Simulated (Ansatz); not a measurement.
`C[B]([GaH2])[TeH]` + HBr → `[GaH2][Br]` + `CB[TeH]` at 400 K and 1 bar (cleavage of the Ga–B bond).

Program: Ansatz. Geometries: PBE0-D4/def2-TZVP. ΔE: electronic, gas phase. CCSD(T)/CBS adds triple-zeta CCSD(T) − MP2 to the extrapolated MP2 energy (def2 sets, frozen cores). Elements past krypton have def2 core potentials. For Br, Ga, Te outer-core shells are correlated without core-valence functions, which leaves a few kJ/mol of doubt a bond. Scalar relativity is left out up to krypton.

```csv
species,CCSD(T)/CBS energy (Eh),H − E (kJ/mol),S (J/(mol·K))
`C[B]([GaH2])[TeH]`,-2258.11451,195.0,426.6
HBr,-2573.91920,27.6,207.2
`[GaH2][Br]`,-4498.49736,54.9,292.5
`CB[TeH]`,-333.59211,171.5,335.1
```

H − E and S are ideal-gas, rigid-rotor, harmonic terms from PBE0-D4/def2-TZVP. 1 Eh = 2625.50 kJ/mol, R = 8.31446 J/(mol·K).

Q: By hand: ΔE, ΔH, ΔS and ΔG.

A: ΔE = (-4498.49736) + (-333.59211) − (-2258.11451) − (-2573.91920) = -0.05576 Eh = -146.4 kJ/mol. Δ(H − E) = 54.9 + 171.5 − 195.0 − 27.6 = 3.8, so ΔH = -142.6 kJ/mol. ΔS = 292.5 + 335.1 − 426.6 − 207.2 = -6.2 J/(mol·K). ΔG = -142.6 − 400 × (-6.2)/1000 = -140.1 kJ/mol.

Q: By hand: the equilibrium constant, and the temperature at which ΔG would vanish if ΔH and ΔS stayed fixed.

A: log₁₀ K = −ΔG/(RT ln 10) = 18.3. ΔG = 0 at ΔH/ΔS = 23000 K, far beyond where these terms or the molecules hold.

The number of gas molecules stays the same, so ΔS is small and ΔH decides. A doubt of 5 kJ/mol in ΔE shifts log₁₀ K by 0.7 here. These are equilibria of isolated gas molecules and say nothing of rates. Largest T1 diagnostic: 0.014 (customary marks: 0.02 for closed shells, 0.045 for open ones).
